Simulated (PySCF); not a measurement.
C2H7FS2Si, SMILES [SiH](SC)(F)SC. Atoms are numbered in the order given.

```xyz
13

Si     0.0787     0.4943    -0.5062
F      0.4573     0.4813    -2.0885
S      1.2574    -0.8769     0.6216
C      2.7672     0.1388     0.9069
S     -1.9604    -0.1101    -0.3931
C     -2.2149     0.0849     1.4216
H      0.3490     1.8720    -0.0150
H      3.3772    -0.4055     1.6400
H      3.3418     0.2561    -0.0217
H      2.5113     1.1258     1.3171
H     -2.1282     1.1384     1.7234
H     -1.4988    -0.5275     1.9852
H     -3.2362    -0.2624     1.6263
```
Charge 0, spin multiplicity 1.

Geometry: B3LYP-D3(BJ)/def2-SVP. Other conformers were not sampled.

All values below come from PBE/pcSseg-1 in PySCF.

GIAO shieldings, no solvent; atoms listed in one row are averaged. δ = σ(ref) − σ: ²⁹Si against TMS (σ = 335.4 ppm); ¹⁹F against CFCl3 (σ = 133.6 ppm); ³³S against H2S (σ = 706.5 ppm); ¹³C against TMS (σ = 182.0 ppm); ¹H against TMS (σ = 31.49 ppm), references at their B3LYP-D3(BJ)/def2-TZVP geometries, non-relativistic.

```json
[
 {"nucleus": "²⁹Si", "atoms": "Si1", "count": "1", "δ (ppm)": "43.6"},
 {"nucleus": "¹⁹F", "atoms": "F2", "count": "1", "δ (ppm)": "-178.5"},
 {"nucleus": "³³S", "atoms": "S3", "count": "1", "δ (ppm)": "126.5"},
 {"nucleus": "³³S", "atoms": "S5", "count": "1", "δ (ppm)": "83.6"},
 {"nucleus": "¹³C", "atoms": "C4, C6", "count": "2", "δ (ppm)": "18.3"},
 {"nucleus": "¹H", "atoms": "H7", "count": "1", "δ (ppm)": "6.51"},
 {"nucleus": "¹H", "atoms": "H8, H9, H10", "count": "3", "δ (ppm)": "2.35"},
 {"nucleus": "¹H", "atoms": "H11, H12, H13", "count": "3", "δ (ppm)": "2.26"}
]
```
